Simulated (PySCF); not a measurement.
CF3, SMILES F[C+](F)F, charge +1. Atoms are numbered in the order given.

```xyz
4

C      0.0000     0.0000     0.0000
F      1.2357     0.0000     0.0000
F     -0.6178     1.0701     0.0000
F     -0.6178    -1.0701     0.0000
```
Charge +1, spin multiplicity 1.

The structure is a stationary point at B3LYP-D3(BJ)/def2-TZVP.

Calculation: HF/def2-TZVPD in PySCF.

Mulliken values depend strongly on the basis, most of all with diffuse functions as here. ESP charges are fitted to the potential on shells at 1.4 to 2.0 van der Waals radii. Atomic charges (e):

| atom | Mulliken | ESP fit |
|---|---|---|
| C1 | 1.03 | 1.00 |
| F2 | -0.01 | 0.00 |
| F3 | -0.01 | 0.00 |
| F4 | -0.01 | 0.00 |
